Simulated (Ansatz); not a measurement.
System (SMILES): [N]=C=O, doublet.
Atoms: N1, C2, O3. Bonds: N1-C2, C2-O3.

Basis-set convergence of the optimised N1-C2 bond length at B3LYP with Ansatz (an electronic-structure program). Cartesian d functions, on some or all atoms, in 6-31G**; all else is spherical. The program fits the integrals of some runs and decomposes those of others, by size. Open shells are unrestricted. No added dispersion term, no relativity. Reference: the value in def2-QZVPPD, 1.2210 Å, itself unsure by roughly 0.0001 Å (its mean distance from pcseg-3, def2-QZVPP, cc-pVQZ).

```tsv
basis	functions	optimised N1-C2 bond length (Å)
3-21G	27	1.2272
6-31G	27	[?]
pcseg-0	27	1.2273
cc-pVDZ	42	1.2311
pcseg-1	42	1.2275
6-31G**	45	[?]
6-311G**	54	1.2223
6-311+G**	66	1.2231
aug-cc-pVDZ	69	[?]
aug-pcseg-1	69	[?]
6-311++G(2d,2p)	81	1.2224
cc-pVTZ	90	1.2215
def2-TZVPPD	114	1.2217
jun-cc-pV(T+d)Z	117	1.2218
aug-cc-pVTZ	138	1.2217
aug-pcseg-2	138	1.2215
cc-pVQZ	165	1.2209
def2-QZVPP	171	1.2210
```

Problem. Fill in the missing entries.

Solution. 
- 6-31G, optimised N1-C2 bond length (Å): 1.2359
- 6-31G**, optimised N1-C2 bond length (Å): 1.2298
- aug-cc-pVDZ, optimised N1-C2 bond length (Å): 1.2315
- aug-pcseg-1, optimised N1-C2 bond length (Å): 1.2280
